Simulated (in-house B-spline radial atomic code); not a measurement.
# Ionising Tl VI (Tl5+) with different functionals

Computed with an all-electron radial atomic-structure program (B-spline basis): four-component Dirac-Coulomb Hamiltonian, Fermi nucleus of rms radius 5.4759 fm, spin-restricted, spherical fractional occupations for the functionals, and exact exchange of hybrids averaged over the configuration. The ionisation energy is the difference of two self-consistent energies, [Xe] 4f14 5d8 → [Xe] 4f14 5d7, without Breit or QED terms; ε is the level of the shell that loses the electron (mean over j). The electron is taken from both j subshells in proportion to 2j + 1, so the result is a j average, not the step between ground levels.

```tsv
method	rung	ΔSCF (eV)	-ε(5d) (eV)
B3LYP	global hybrid	?	?
BHandHLYP	global hybrid	?	?
wB97X	range-separated hybrid	83.51	80.17
LC-wPBE	range-separated hybrid	83.66	80.51
```

Q: What does B3LYP give?

A: ΔSCF 83.77 eV, and -ε(5d) = 77.31 eV.

Q: What does BHandHLYP give?

A: ΔSCF 83.58 eV, and -ε(5d) = 79.94 eV.

Q: Among the functionals, which spreads more, the ΔSCF values or the orbital energies?

A: The orbital energies: ΔSCF values span about 0.26 eV and the orbital energies 3.20 eV; here energy differences depend much less on the functional than eigenvalues do.

Q: How do they compare with the NIST value?

A: NIST lists 80 eV ± 2 (tabulated theory, ground level to ground level). Errors run from +3.51 to +3.77 eV; all lie within about twice that uncertainty, so the table can't rank the methods.
